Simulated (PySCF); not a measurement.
A geometry optimisation on `[K][K]`.

Computed with B3LYP/def2-SVP geometry optimisation, gas phase (PySCF 2.14.0). Start geometry: GFN2-xTB. The input is one job of a driver script: a line of settings, then coordinates in Å.

Input:
```
{"job": {"xc": "B3LYP", "basis": "def2-SVP", "grid": 1, "kind": "geom"}, "charge": 0, "multiplicity": 1}
K      1.696469    -0.002568    -0.003230
K     -1.693712     0.003836    -0.010919
```

Output:
```
step   0  E = -1199.70888839  max force = 0.009597
step   1  E = -1199.71164498  max force = 0.005717
step   2  E = -1199.71286394  max force = 0.003326
step   3  E = -1199.71359110  max force = 0.000594
step   4  E = -1199.71362070  max force = 0.000092
step   5  E = -1199.71362167  max force = 0.000003
optimisation converged
```

Energies in Eh; «max force» is the largest Cartesian gradient component in Eh/bohr.

Give the first gradient maximum in eV/Å.

With 1 Eh/bohr = 51.422 eV/Å, 0.493 eV/Å.

How much energy does the optimisation release, in kJ/mol?

E(step 0) − E(last step) = 0.004733 Eh, which is 12.4 kJ/mol.

Main results: final energy -1199.71362 Eh after 5 steps; dipole 0.00 D.

How long does this job take on one thread of an Arm Neoverse N1, no GPU, shared host with 64 logical CPUs at a one-minute load of 57? And the peak memory of the process?

About 4.7 s, with 0.27 GiB resident at the peak, the Python interpreter and its libraries included.
Labels such as C1 count atoms from 1, the log's own numbers from 0.
